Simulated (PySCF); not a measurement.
# Distorted geometries of [Bi(OH)2]+

[Bi(OH)2]+ (singlet). PySCF 2.14.0, RKS BP86, Bi def2-SVP with ECP60, O def2-SVP, H def2-SVP; non-relativistic Hamiltonian with scalar-relativistic core potentials where named; density fitting; no spin-orbit coupling. Relaxed geometry:

```xyz
5

Bi    0.0910    1.2493   -0.1018
O     0.0016    0.1556    1.6324
H    -0.0694   -0.8269    1.6250
O     0.0016   -0.1106   -1.6360
H    -0.0694   -1.0790   -1.4698
```

Q: Order these distorted geometries by energy above the relaxed one, lowest first.
A.
```xyz
5

Bi   -0.0021    1.4000   -0.0359
O     0.0040    0.0335    1.6598
H    -0.0428   -0.8970    1.6667
O     0.0865    0.0237   -1.6593
H    -0.0901   -1.1716   -1.5815
```
B.
```xyz
5

Bi    0.1406    1.1851   -0.0934
O    -0.0058    0.1699    1.6860
H     0.0093   -0.7243    1.4925
O    -0.0641   -0.1652   -1.6350
H    -0.1246   -1.0770   -1.4002
```
C.
```xyz
5

Bi    0.1017    1.2263   -0.1256
O    -0.0306    0.2011    1.6570
H    -0.0495   -0.8473    1.6134
O     0.0396   -0.0916   -1.6313
H    -0.1057   -1.1000   -1.4636
```

A: C (0.17 eV), B (0.28 eV), A (1.10 eV).

Q: Which forces (eV/Å) act in the one that lies 1.10 eV up?

A: 
```
Bi   0.12 -3.06  0.59
O    0.09  4.66 -1.06
H   -0.14 -2.92 -0.42
O   -0.83 -3.68  0.90
H    0.76  4.99 -0.01
```
Forces carry noise of the integration grid, about 0.01 to 0.03 eV/Å.
